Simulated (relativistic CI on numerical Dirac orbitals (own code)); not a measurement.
## Er⁴⁺: 5s photoemission

Computed with this model: Dirac-Coulomb-Breit CI, separate exchange-only KLI orbitals for each configuration, model QED (radiative potential, 1s self-energy scaled to tabulated hydrogen-like ionisation energies), multiplet model of photoemission in the sudden approximation, unscaled Slater integrals; configurations [Xe] 4f10 → [Kr] 4d10 4f10 5s 5p6; 80 K; Lorentzian 1.5 eV and Gaussian 0.6 eV FWHM. Energies are those of the free ion, without screening or charge transfer. The energies are binding energies and can lie tens of eV above those of solids. Without intra-shell correlation the exchange splitting of an s hole comes out too large, often by half or more. S is read from ⟨S²⟩ = S(S + 1).

free ion: ground-state S = 1.95, centroid 110.08 eV. Peaks (eV, height): 109.0 (100), 111.8 (63).

Strongest unbroadened transitions for free ion:

```json
{"Energy (eV)": "108.92", "Relative strength": "100.0"}
{"Energy (eV)": "109.51", "Relative strength": "21.0"}
{"Energy (eV)": "111.93", "Relative strength": "66.2"}
{"Energy (eV)": "112.73", "Relative strength": "0.2"}
{"Energy (eV)": "113.18", "Relative strength": "1.7"}
{"Energy (eV)": "114.48", "Relative strength": "0.0"}
{"Energy (eV)": "115.03", "Relative strength": "0.0"}
{"Energy (eV)": "115.66", "Relative strength": "0.0"}
```
